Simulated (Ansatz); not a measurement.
`NB(F)Br` + HCl → `NB(Cl)Br` + H–F at 700 K and 1 bar (ligand exchange at a B–F bond).

Isolated molecules relaxed with PBE0-D4/def2-TZVP in Ansatz; ΔE leaves out vibrations. CCSD(T)/CBS adds triple-zeta CCSD(T) − MP2 to the extrapolated MP2 energy (def2 sets, frozen cores). This one scheme is used for every species. For Br outer-core shells are correlated without core-valence functions, which leaves a few kJ/mol of doubt a bond. Scalar relativity is left out up to krypton. Each species was taken in one conformer, which may not be the lowest.

| species | CCSD(T)/CBS energy (Eh) | H − E (kJ/mol) | S (J/(mol·K)) |
| --- | --- | --- | --- |
| `NB(F)Br` | -2753.96125 | 141.1 | 373.0 |
| HCl | -460.38127 | 38.4 | 211.8 |
| `NB(Cl)Br` | -3113.92934 | 139.2 | 386.1 |
| H–F | -100.39570 | 45.2 | 198.5 |

H − E and S are ideal-gas, rigid-rotor, harmonic terms from PBE0-D4/def2-TZVP, for one conformer and one mirror image of each species. 1 Eh = 2625.50 kJ/mol, R = 8.31446 J/(mol·K).

Problem. By hand: ΔE, ΔH, ΔS and ΔG.

Solution. ΔE = (-3113.92934) + (-100.39570) − (-2753.96125) − (-460.38127) = 0.01748 Eh = 45.9 kJ/mol. Δ(H − E) = 139.2 + 45.2 − 141.1 − 38.4 = 4.9, so ΔH = 50.8 kJ/mol. ΔS = 386.1 + 198.5 − 373.0 − 211.8 = -0.2 J/(mol·K). ΔG = 50.8 − 700 × (-0.2)/1000 = 50.9 kJ/mol.

Problem. By hand: the equilibrium constant, and the temperature at which ΔG would vanish if ΔH and ΔS stayed fixed.

Solution. log₁₀ K = −ΔG/(RT ln 10) = -3.8. ΔH and −TΔS have one sign here, so there is no such temperature. One of them is within its doubt of zero, so this could turn.

The number of gas molecules stays the same, so ΔS is small and ΔH decides. A doubt of 5 kJ/mol in ΔE shifts log₁₀ K by 0.4 here. Other conformers and mirror images would add mixing entropy, several J/(mol·K) or more a flexible species. These are equilibria of isolated gas molecules and say nothing of rates. Largest T1 diagnostic: 0.010 (customary marks: 0.02 for closed shells, 0.045 for open ones).
